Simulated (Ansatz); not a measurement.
Steps of a relaxation of CH4ClFMoO3 (`C[O][Mo](=[O])([OH])([F])[Cl]`) with RKS PBE-D4/def2-SVP.

```sh
$ ansatz run in.yaml --threads 4 --pin off --events-out ev --progress --plain --max-ram 11315MiB
```

```yaml
crystal:
  periodic: [false, false, false]
  atoms:
    - {symbol: C, position_ang: [0.134000, -1.890500, -0.043700]}
    - {symbol: O, position_ang: [-1.035900, -1.015500, 0.011900]}
    - {symbol: Mo, position_ang: [-0.136700, 0.988900, 0.927400]}
    - {symbol: O, position_ang: [-1.701300, 1.450000, 0.452800]}
    - {symbol: O, position_ang: [0.117800, 1.559700, -1.046800]}
    - {symbol: F, position_ang: [-1.195500, 2.590500, 1.326300]}
    - {symbol: Cl, position_ang: [2.481400, 1.231400, 0.497500]}
    - {symbol: H, position_ang: [0.940400, -1.398800, 0.551600]}
    - {symbol: H, position_ang: [0.457700, -1.891800, -1.066100]}
    - {symbol: H, position_ang: [-0.232100, -2.845900, 0.303900]}
    - {symbol: H, position_ang: [0.235600, 1.165100, -1.894200]}
basis:
  gaussian: {orbitals: def2-SVP}
hamiltonian: {xc: pbe, dispersion: d4}
relax: {f_tol: 0.03, max_steps: 200}
```

Positions (Å) and forces (eV/Å) along the path, 12 of 38 steps:

```xyz
11
step=1 energy=-24307.2425 eV
C     0.134   -1.891   -0.044   -1.957    1.990    1.134
O    -1.036   -1.016    0.012    2.302    1.601    1.646
Mo   -0.137    0.989    0.927    1.861   -3.649   -8.339
O    -1.701    1.450    0.453   -3.535   -5.910   -3.397
O     0.118    1.560   -1.047    0.292    1.353    3.383
F    -1.196    2.591    1.326    1.315    8.815    6.414
Cl    2.481    1.231    0.497   -1.775   -0.371    1.265
H     0.940   -1.399    0.552    0.328   -0.732    0.036
H     0.458   -1.892   -1.066    0.586   -0.307   -1.328
H    -0.232   -2.846    0.304    0.482   -1.188    0.353
H     0.236    1.165   -1.894    0.101   -1.602   -1.166
11
step=3 energy=-24313.1307 eV
C     0.118   -1.860   -0.025    0.299    0.454    0.135
O    -0.913   -0.884    0.106    1.594    0.697    0.566
Mo   -0.215    0.917    0.563   -1.631    0.746   -0.697
O    -1.803    1.338    0.442   -2.518   -1.918   -1.065
O     0.149    1.605   -1.049    0.411    0.159   -1.997
F    -1.089    2.734    1.503    2.718    1.070    1.929
Cl    2.363    1.195    0.589   -1.118   -0.542    1.031
H     0.979   -1.456    0.558    0.402   -0.755    0.039
H     0.460   -1.904   -1.085   -0.177   -0.171   -0.010
H    -0.214   -2.864    0.314    0.052    0.083    0.079
H     0.230    1.122   -1.897   -0.031    0.177   -0.010
11
step=7 energy=-24317.7502 eV
C     0.261   -1.801    0.028   -0.030   -0.022    0.057
O    -0.606   -0.700    0.224    0.287   -0.098   -0.159
Mo   -0.496    1.161    0.364    0.044   -0.255   -0.002
O    -2.184    1.245    0.353   -0.347    0.111    0.072
O    -0.004    1.712   -1.314   -0.222    0.133   -0.517
F    -0.452    2.539    1.619    0.303    0.069    0.121
Cl    1.882    0.933    0.941   -0.328   -0.322    0.236
H     1.208   -1.627    0.573    0.188   -0.085    0.010
H     0.469   -1.901   -1.064    0.044    0.072    0.115
H    -0.232   -2.746    0.360    0.010    0.270    0.080
H     0.220    1.128   -2.065    0.050    0.127   -0.013
11
step=8 energy=-24317.9059 eV
C     0.295   -1.795    0.045   -0.148   -0.119    0.002
O    -0.569   -0.687    0.186   -0.008   -0.128   -0.332
Mo   -0.520    1.162    0.319   -0.269   -0.080    0.016
O    -2.217    1.265    0.405    0.343   -0.052    0.064
O    -0.101    1.767   -1.383   -0.123   -0.189   -0.177
F    -0.372    2.515    1.593    0.138    0.183   -0.032
Cl    1.793    0.774    1.010   -0.081   -0.009    0.081
H     1.238   -1.631    0.605    0.047    0.019    0.028
H     0.525   -1.919   -1.038    0.048   -0.001    0.075
H    -0.231   -2.710    0.398    0.045    0.124    0.036
H     0.225    1.203   -2.119    0.008    0.252    0.241
11
step=13 energy=-24318.3563 eV
C     0.319   -1.884   -0.033   -0.148    0.166   -0.080
O    -0.391   -0.678   -0.150    0.214   -0.041    0.039
Mo   -0.500    1.140    0.294   -0.351    0.271    0.438
O    -2.066    1.090    0.929    0.542    0.045   -0.159
O    -0.526    1.762   -1.476    1.266   -0.320   -0.721
F    -0.142    2.882    0.971   -0.003   -0.573   -0.295
Cl    1.498    0.641    1.471   -0.197    0.070    0.094
H     1.166   -1.733    0.676   -0.010   -0.026   -0.020
H     0.727   -2.188   -1.024   -0.039    0.030    0.053
H    -0.359   -2.681    0.345    0.049    0.051   -0.027
H     0.339    1.593   -1.983   -1.323    0.328    0.678
11
step=21 energy=-24318.5716 eV
C     0.378   -1.929   -0.021    0.064   -0.060   -0.015
O    -0.305   -0.722   -0.176    0.001    0.062    0.081
Mo   -0.421    1.081    0.258   -0.104   -0.016    0.024
O    -1.908    1.178    1.025    0.035    0.003   -0.018
O    -0.735    1.611   -1.526    0.540    0.327   -0.435
F     0.323    2.797    0.492    0.003   -0.022   -0.027
Cl    1.128    0.535    1.945    0.013   -0.022   -0.031
H     1.073   -1.834    0.851   -0.053   -0.009   -0.064
H     0.972   -2.166   -0.935   -0.046    0.016    0.074
H    -0.349   -2.749    0.171    0.043    0.044   -0.013
H    -0.090    2.141   -2.063   -0.496   -0.323    0.425
11
step=23 energy=-24318.5824 eV rejected
C     0.354   -1.948   -0.013    0.187    0.213   -0.160
O    -0.396   -0.768   -0.003   -0.196   -0.199    0.170
Mo   -0.421    1.057    0.310   -1.018    0.134   -0.645
O    -1.989    1.291    0.908    0.850   -0.217    0.106
O    -0.556    1.434   -1.551    0.475    0.195   -0.032
F     0.268    2.795    0.424    0.112    0.235    0.065
Cl    1.230    0.592    1.911   -0.056   -0.002    0.144
H     1.103   -1.888    0.813    0.011    0.002   -0.009
H     0.896   -2.029   -0.982    0.015   -0.091    0.064
H    -0.291   -2.838    0.132   -0.109    0.092   -0.005
H    -0.132    2.244   -1.927   -0.270   -0.362    0.301
11
step=25 energy=-24318.6492 eV
C     0.354   -1.949   -0.013    0.015    0.043   -0.042
O    -0.407   -0.778   -0.019   -0.051   -0.031   -0.001
Mo   -0.409    1.050    0.273   -0.170   -0.050   -0.065
O    -1.936    1.283    0.940    0.153    0.000   -0.025
O    -0.452    1.395   -1.593    0.247    0.670   -0.180
F     0.265    2.805    0.396    0.030    0.030    0.016
Cl    1.192    0.577    1.924   -0.001    0.041    0.030
H     1.092   -1.875    0.822    0.005   -0.001    0.000
H     0.910   -2.060   -0.971   -0.013   -0.003    0.019
H    -0.305   -2.829    0.144    0.002    0.032   -0.013
H    -0.238    2.324   -1.883   -0.217   -0.732    0.261
11
step=29 energy=-24318.6696 eV
C     0.349   -1.919   -0.039    0.015    0.037   -0.016
O    -0.467   -0.787    0.063    0.003   -0.077    0.019
Mo   -0.405    1.047    0.314   -0.071    0.027    0.033
O    -1.938    1.369    0.924    0.056   -0.027   -0.011
O    -0.354    1.281   -1.569    0.003   -0.026    0.009
F     0.307    2.790    0.374    0.013    0.022   -0.024
Cl    1.151    0.599    2.012   -0.011   -0.002   -0.011
H     1.121   -1.866    0.766   -0.012   -0.007   -0.011
H     0.863   -1.941   -1.026   -0.013   -0.004    0.026
H    -0.264   -2.836    0.085    0.003    0.021   -0.009
H    -0.300    2.205   -1.884    0.014    0.036   -0.006
11
step=33 energy=-24318.6728 eV
C     0.340   -1.887   -0.058   -0.023    0.006   -0.027
O    -0.521   -0.802    0.152    0.036   -0.010   -0.020
Mo   -0.422    1.042    0.355    0.003   -0.001   -0.015
O    -1.949    1.395    0.957   -0.002   -0.004    0.008
O    -0.350    1.191   -1.540    0.006    0.020   -0.019
F     0.306    2.783    0.317   -0.003   -0.026   -0.001
Cl    1.148    0.638    2.040    0.001    0.009    0.009
H     1.127   -1.870    0.733   -0.002    0.001   -0.007
H     0.832   -1.809   -1.054   -0.028    0.002    0.049
H    -0.234   -2.836    0.002    0.016    0.038   -0.004
H    -0.211    2.098   -1.883   -0.005   -0.036    0.028
11
step=36 energy=-24318.6736 eV
C     0.333   -1.869   -0.077    0.013    0.022    0.015
O    -0.535   -0.806    0.206    0.011   -0.023   -0.005
Mo   -0.427    1.039    0.383    0.003    0.030   -0.015
O    -1.958    1.408    0.966    0.014   -0.004    0.001
O    -0.334    1.126   -1.519    0.000   -0.011    0.025
F     0.305    2.774    0.280   -0.010    0.000   -0.002
Cl    1.131    0.689    2.087   -0.009   -0.010   -0.003
H     1.149   -1.875    0.684   -0.011    0.001   -0.013
H     0.787   -1.740   -1.085   -0.004    0.002    0.004
H    -0.225   -2.825   -0.037   -0.009   -0.011   -0.001
H    -0.161    2.023   -1.868    0.002    0.005   -0.008
11
step=38 energy=-24318.6738 eV
C     0.331   -1.862   -0.084   -0.003    0.021    0.003
O    -0.538   -0.806    0.224    0.011   -0.025   -0.001
Mo   -0.428    1.040    0.394    0.006    0.005   -0.012
O    -1.961    1.412    0.970    0.001   -0.002    0.001
O    -0.323    1.102   -1.509    0.003    0.002    0.012
F     0.300    2.776    0.271   -0.004   -0.008    0.003
Cl    1.124    0.701    2.103    0.000    0.004   -0.002
H     1.159   -1.875    0.664   -0.007    0.002   -0.007
H     0.767   -1.718   -1.098   -0.005    0.000    0.009
H    -0.223   -2.822   -0.047   -0.002   -0.001   -0.001
H    -0.144    1.995   -1.868    0.001    0.002   -0.004
```

Run time 35 s (4 threads of an AMD EPYC 9R45 on a shared host); peak host memory 0.36 GiB.
